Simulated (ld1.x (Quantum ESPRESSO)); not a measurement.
**Before and after: TM potential for tin**

ld1.x (Quantum ESPRESSO) 7.5 input, shortened:

```
&input
   title='Sn', zed=50., rel=1, dft='PBESOL', iswitch=3,
   config='[Kr] 4d10 5s2 5p1'
 /
 &inputp
   pseudotype=2, tm=.true., lloc=1,
   nlcc=.true., new_core_ps=.true., rcore=1.10
 /
3
5S  1  0   2.00   0.00  1.75  1.75  0.0
4D  3  2  10.00   0.00  1.55  1.55  0.0
5P  2  1   1.00   0.00  1.95  1.95  0.0
 &test
   configts(1)='4d10 5s2 5p1'
 /
```

All-electron outer shells of the reference configuration (PBEsol, scalar-relativistic, ld1.x):

| shell | level (eV) | outermost node (bohr) | outermost maximum (bohr) |
| --- | --- | --- | --- |
| 4p | -97.58 | 0.41 | 0.79 |
| 4d | -33.78 | 0.39 | 0.88 |
| 5s | -17.88 | 0.98 | 1.99 |
| 5p | -10.28 | 1.08 | 2.43 |

Change: all radii but the core radius scaled by about 0.96 (s 1.68, p 1.88, d 1.48 bohr).

Cutoffs: the cutoffs (Ry, on a coarse ladder) from which the occupation-weighted sum of valence levels, in a spherical-Bessel basis at the reference potential, stays within 10 and 1 mRy of its value at 400 Ry; they do not see the model core or the augmentation charge, which bear on the density cutoff. Errors are all-electron minus pseudo energies relative to the spin-unpolarised reference configuration.

**Question.** Predict the effect on cutoff, ghosts and configuration errors.

**Answer.** The potential gets neither clearly harder nor softer (90 Ry and 140 Ry → 90 Ry and 140 Ry); both files keep a bound ghost (s); of the 7 tests that both files solve, the error grows in 2 and shrinks in 3 by more than 15 % and 0.3 meV (median size 9.5 → 8.6 meV).

```csv
quantity,base,changed
"cutoff, loose",90 Ry,90 Ry
"cutoff, tight",140 Ry,140 Ry
loose cutoff by channel (10 mRy a level),"s 18 Ry, d 70 Ry, p 8 Ry","s 25 Ry, d 70 Ry, p 18 Ry"
bound ghosts,s,s
"error for 4d10 5s2 5p2, meV [ΔE -6.90 eV]",-0.4,+1.5
"error for 4d10 5s2 5p0, meV [ΔE 13.97 eV]",-14,-8.8
"error for 4d10 5s1 5p0, meV [ΔE 44.99 eV]",-69,-45
"error for 4d10 5s0 5p4, meV [ΔE 7.35 eV]",-9.5,-8.6
"error for 4d10 5s2 5p2.3, meV [ΔE -7.75 eV]",-0.5,+2.1
"error for 4d10 5s0 5p0, meV [ΔE 86.03 eV]",-98,-93
"error for 4d10 5s1 5p2, meV [ΔE 7.69 eV]",-4.2,-2.9
```

 A true bound ghost makes a file unfit for plane-wave use even where its test errors are small: the radial tests pick states by their node count and pass the ghost by.
